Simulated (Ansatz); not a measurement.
Cost and result up the ladder for SbMe2(OEt) (C₄H₁₁OSb) (17 atoms). Total charge 0; singlet. Geometry: PBE-D4/def2-SVP.

```xyz
17

C     1.7662   -1.2325   -1.4901
C     1.2185    1.8814   -1.2770
C    -0.9244   -0.2383    1.6516
C    -2.4207   -0.4904    1.5240
O    -0.3813   -0.1407    0.3482
Sb    1.6107    0.2416    0.1137
H     0.7730   -1.2772   -1.9781
H     2.0222   -2.2274   -1.0784
H     2.5378   -0.9271   -2.2243
H     1.0842    2.8312   -0.7247
H     0.2845    1.6308   -1.8165
H     2.0556    1.9891   -1.9951
H    -0.4580   -1.0693    2.2406
H    -0.7571    0.6938    2.2501
H    -2.8962   -0.5797    2.5225
H    -2.9071    0.3407    0.9742
H    -2.6077   -1.4261    0.9592
```

Ansatz on 4 threads of Intel Xeon Platinum 8259CL on a shared host. Times are rough, and most runs start from the orbitals of an earlier one. CAM-B3LYP-D4/def2-TZVP serves as the yardstick here, not as an exact answer. Differences are given only for rows in sets of like size (and for xTB, whose basis is part of the method), since another set adds its own error. Binding counts from free atoms at the same level (C triplet, O triplet, Sb quartet, H doublet; other spins of the atoms weren't run), without zero-point energy or a counterpoise term.

In the def2 sets Sb takes a core potential; there is no spin–orbit coupling. Correlated methods freeze 9 core orbitals; core or outer-core shells of Sb are correlated, in sets that lack core-valence functions. The rows differ in basis, and correlated rows in double-zeta sets carry the largest basis error.

Correlated methods converge slowly with the basis, most of all in double-zeta sets.

```tsv
level	functions	wall time	binding energy per atom (eV)	difference from CAM-B3LYP-D4/def2-TZVP (eV)
PBE-D4/def2-SVP	151	1.8 s	3.89	–
LDA (SPW92)/def2-TZVP	271	1.9 s	4.34	0.52
PBE0-D4/def2-SVP	151	2.2 s	3.82	–
PBE-D4/def2-TZVP (with forces)	271	3.8 s	3.88	0.06
r2SCAN-D4/def2-TZVP	271	5 s	3.81	-0.01
CAM-B3LYP-D4/def2-TZVP	271	6 s	3.82	0.00
MP2/def2-TZVP	271	6 s	3.69	-0.13
PBE0-D4/def2-TZVP	271	7 s	3.81	-0.01
B97M-V/def2-TZVP	271	12 s	3.81	-0.01
CCSD(T)/def2-SVP	151	36 s	3.60	–
```
